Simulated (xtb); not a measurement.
xtb input (GFN2-xTB):

```bash
xtb mol.xyz --gfn 2 --sp --chrg 0 --uhf 0
```
mol.xyz:
```
17

C     -1.98046802    -2.20268848     0.87623080
C     -1.30521770    -1.55783979    -0.34013063
Si     0.00719077    -0.30796299     0.10426590
Br    -0.96291357     1.41327862     1.16752562
Br     0.91934255     0.45275989    -1.79930343
C      1.36435526    -0.97487518     1.19762264
C      2.08319433    -2.19682488     0.61329630
H     -1.25989755    -2.73456743     1.50069951
H     -2.73838977    -2.92318627     0.56451129
H     -2.46974210    -1.45373431     1.50035939
H     -0.82497072    -2.31693023    -0.96526719
H     -2.04165619    -1.06015831    -0.97528380
H      2.07022769    -0.16348833     1.38956935
H      0.90750246    -1.21769940     2.16197377
H      2.54947558    -1.96105317    -0.34422732
H      1.39445497    -3.02819344     0.45037729
H      2.86612707    -2.54748525     1.28767389
```

Output:

```
           -------------------------------------------------
          |                Calculation Setup                |
           -------------------------------------------------

           -------------------------------------------------
          |                 G F N 2 - x T B                 |
           -------------------------------------------------

        Reference                      10.1021/acs.jctc.8b01176
      * Hamiltonian:
        H0-scaling (s, p, d)           1.850000    2.230000    2.230000
        zeta-weighting                 0.500000
      * Dispersion:
        s8                             2.700000
        a1                             0.520000
        a2                             5.000000
        s9                             5.000000
      * Repulsion:
        kExp                           1.500000    1.000000
        rExp                           1.000000
      * Coulomb:
        alpha                          2.000000
        third order                    shell-resolved
        anisotropic                    true
        a3                             3.000000
        a5                             4.000000
        cn-shift                       1.200000
        cn-exp                         4.000000
        max-rad                        5.000000

          ...................................................
          :                      SETUP                      :
          :.................................................:
          :  # basis functions                  56          :
          :  # atomic orbitals                  53          :
          :  # shells                           27          :
          :  # electrons                        44          :
          :  max. iterations                   250          :
          :  Hamiltonian                  GFN2-xTB          :
          :  restarted?                      false          :
          :  GBSA solvation                  false          :
          :  PC potential                    false          :
          :  electronic temp.          300.0000000     K    :
          :  accuracy                    1.0000000          :
          :  -> integral cutoff          0.2500000E+02      :
          :  -> integral neglect         0.1000000E-07      :
          :  -> SCF convergence          0.1000000E-05 Eh   :
          :  -> wf. convergence          0.1000000E-03 e    :
          :  Broyden damping             0.4000000          :
          :  net charge                          0          :
          :  unpaired electrons                  0          :
          ...................................................

 iter      E             dE          RMSdq      gap      omega  full diag
   1    -23.6622518 -0.236623E+02  0.426E+00    6.84       0.0  T
   2    -23.7493724 -0.871205E-01  0.342E+00    4.94       1.0  T
   3    -23.8620752 -0.112703E+00  0.166E+00    6.14       1.0  T
   4    -23.8558135  0.626168E-02  0.136E+00    5.50       1.0  T
   5    -23.8733635 -0.175500E-01  0.739E-01    5.81       1.0  T
   6    -23.8746076 -0.124415E-02  0.414E-01    5.90       1.0  T
   7    -23.8748422 -0.234543E-03  0.315E-01    5.88       1.0  T
   8    -23.8748440 -0.182218E-05  0.210E-01    5.86       1.0  T
   9    -23.8749928 -0.148838E-03  0.522E-02    5.88       1.0  T
  10    -23.8749919  0.869456E-06  0.183E-02    5.87       1.3  T
  11    -23.8749943 -0.238012E-05  0.570E-03    5.88       4.3  T
  12    -23.8749944 -0.346631E-07  0.310E-03    5.87       7.8  T
  13    -23.8749944  0.810273E-08  0.209E-03    5.88      11.6  T
  14    -23.8749944 -0.415576E-07  0.826E-04    5.88      29.4  T
  15    -23.8749944 -0.238314E-08  0.292E-04    5.88      83.1  T

   *** convergence criteria satisfied after 15 iterations ***

         #    Occupation            Energy/Eh            Energy/eV
      -------------------------------------------------------------
         1        2.0000           -0.8730186             -23.7560
       ...           ...                  ...                  ...
        16        2.0000           -0.4646123             -12.6427
        17        2.0000           -0.4528336             -12.3222
        18        2.0000           -0.4487174             -12.2102
        19        2.0000           -0.4351895             -11.8421
        20        2.0000           -0.4338475             -11.8056
        21        2.0000           -0.4312679             -11.7354
        22        2.0000           -0.4212320             -11.4623 (HOMO)
        23                         -0.2053257              -5.5872 (LUMO)
        24                         -0.2046740              -5.5695
        25                         -0.1720001              -4.6804
        26                         -0.1304454              -3.5496
        27                         -0.0654723              -1.7816
       ...                                ...                  ...
        53                          0.9864743              26.8433
      -------------------------------------------------------------
                  HL-Gap            0.2159063 Eh            5.8751 eV
             Fermi-level           -0.3132789 Eh           -8.5248 eV

 SCC (total)                   0 d,  0 h,  0 min,  0.020 sec
 SCC setup                      ...        0 min,  0.000 sec (  0.555%)
 Dispersion                     ...        0 min,  0.000 sec (  0.406%)
 classical contributions        ...        0 min,  0.000 sec (  0.133%)
 integral evaluation            ...        0 min,  0.004 sec ( 19.317%)
 iterations                     ...        0 min,  0.010 sec ( 48.562%)
 molecular gradient             ...        0 min,  0.006 sec ( 30.349%)
 printout                       ...        0 min,  0.000 sec (  0.595%)

         :::::::::::::::::::::::::::::::::::::::::::::::::::::
         ::                     SUMMARY                     ::
         :::::::::::::::::::::::::::::::::::::::::::::::::::::
         :: total energy             -23.639884754864 Eh    ::
         :: gradient norm              0.021342319449 Eh/a0 ::
         :: HOMO-LUMO gap              5.875109279314 eV    ::
         ::.................................................::
         :: SCC energy               -23.874895780147 Eh    ::
         :: -> isotropic ES            0.032174540838 Eh    ::
         :: -> anisotropic ES          0.003980585947 Eh    ::
         :: -> anisotropic XC         -0.007744074678 Eh    ::
         :: -> dispersion             -0.015072633630 Eh    ::
         :: repulsion energy           0.235011025282 Eh    ::
         :: add. restraining           0.000000000000 Eh    ::
         :: total charge               0.000000000000 e     ::
         :::::::::::::::::::::::::::::::::::::::::::::::::::::

           -------------------------------------------------
          |                Property Printout                |
           -------------------------------------------------

    * Orbital Energies and Occupations

         #    Occupation            Energy/Eh            Energy/eV
      -------------------------------------------------------------
         1        2.0000           -0.8730186             -23.7560
       ...           ...                  ...                  ...
        10        2.0000           -0.5116957             -13.9239
        11        2.0000           -0.5085739             -13.8390
        12        2.0000           -0.4959457             -13.4954
        13        2.0000           -0.4887177             -13.2987
        14        2.0000           -0.4728487             -12.8669
        15        2.0000           -0.4701419             -12.7932
        16        2.0000           -0.4646123             -12.6427
        17        2.0000           -0.4528336             -12.3222
        18        2.0000           -0.4487174             -12.2102
        19        2.0000           -0.4351895             -11.8421
        20        2.0000           -0.4338475             -11.8056
        21        2.0000           -0.4312679             -11.7354
        22        2.0000           -0.4212320             -11.4623 (HOMO)
        23                         -0.2053257              -5.5872 (LUMO)
        24                         -0.2046740              -5.5695
        25                         -0.1720001              -4.6804
        26                         -0.1304454              -3.5496
        27                         -0.0654723              -1.7816
        28                         -0.0508682              -1.3842
        29                         -0.0051183              -0.1393
        30                          0.0241221               0.6564
        31                          0.0254256               0.6919
        32                          0.0270077               0.7349
        33                          0.0272931               0.7427
       ...                                ...                  ...
        53                          0.9864743              26.8433
      -------------------------------------------------------------
                  HL-Gap            0.2159063 Eh            5.8751 eV
             Fermi-level           -0.3132789 Eh           -8.5248 eV

     #   Z          covCN         q      C6AA      α(0)
     1   6 C        3.764    -0.098    22.414     6.748
     2   6 C        3.702    -0.140    23.365     6.912
     3  14 Si       3.446     0.577   101.298    19.627
     4  35 Br       0.844    -0.223   191.030    22.284
     5  35 Br       0.844    -0.223   191.030    22.284
     6   6 C        3.702    -0.140    23.365     6.912
     7   6 C        3.764    -0.098    22.414     6.748
     8   1 H        0.924     0.026     2.639     2.540
     9   1 H        0.924     0.039     2.463     2.454
    10   1 H        0.924     0.038     2.473     2.459
    11   1 H        0.924     0.031     2.575     2.510
    12   1 H        0.924     0.038     2.480     2.463
    13   1 H        0.924     0.038     2.480     2.463
    14   1 H        0.924     0.031     2.575     2.510
    15   1 H        0.924     0.038     2.473     2.459
    16   1 H        0.924     0.026     2.639     2.540
    17   1 H        0.924     0.039     2.463     2.454

 Mol. C6AA /au·bohr⁶  :       5242.191994
 Mol. C8AA /au·bohr⁸  :     212274.266105
 Mol. α(0) /au        :        116.365957

Wiberg/Mayer (AO) data.
largest (>0.10) Wiberg bond orders for each atom

 ---------------------------------------------------------------------------
     #   Z sym  total        # sym  WBO       # sym  WBO       # sym  WBO
 ---------------------------------------------------------------------------
     1   6 C    3.995 --     2 C    1.029     8 H    0.991    10 H    0.989
                             9 H    0.985
     2   6 C    3.991 --     1 C    1.029    11 H    0.978    12 H    0.977
                             3 Si   0.859
     3  14 Si   3.853 --     4 Br   1.050     5 Br   1.050     2 C    0.859
                             6 C    0.859
     4  35 Br   1.210 --     3 Si   1.050
     5  35 Br   1.210 --     3 Si   1.050
     6   6 C    3.991 --     7 C    1.029    14 H    0.978    13 H    0.977
                             3 Si   0.859
     7   6 C    3.995 --     6 C    1.029    16 H    0.991    15 H    0.989
                            17 H    0.985
     8   1 H    0.999 --     1 C    0.991
     9   1 H    0.997 --     1 C    0.985
    10   1 H    0.999 --     1 C    0.989
    11   1 H    0.999 --     2 C    0.978
    12   1 H    0.999 --     2 C    0.977
    13   1 H    0.999 --     6 C    0.977
    14   1 H    0.999 --     6 C    0.978
    15   1 H    0.999 --     7 C    0.989
    16   1 H    0.999 --     7 C    0.991
    17   1 H    0.997 --     7 C    0.985
 ---------------------------------------------------------------------------
Note: The following floating-point exceptions are signalling: IEEE_UNDERFLOW_FLAG IEEE_DENORMAL
normal termination of xtb

Topologies differ in total number of bonds
Writing topology from bond orders to xtbtopo.mol

molecular dipole:
                 x           y           z       tot (Debye)
 q only:        0.020      -0.866       0.293
   full:        0.050      -2.140       0.724       5.743
molecular quadrupole (traceless):
                xx          xy          yy          xz          yz          zz
 q only:        1.573       0.956       0.508       2.769      -0.909      -2.081
  q+dip:        4.257       3.524       1.890      10.306      -2.770      -6.147
   full:        4.202       3.393       2.075       9.939      -2.902      -6.277

           -------------------------------------------------
          | TOTAL ENERGY              -23.639884754864 Eh   |
          | GRADIENT NORM               0.021342319449 Eh/α |
          | HOMO-LUMO GAP               5.875109279314 eV   |
           -------------------------------------------------

------------------------------------------------------------------------
------------------------------------------------------------------------
 total:
 SCF:
```
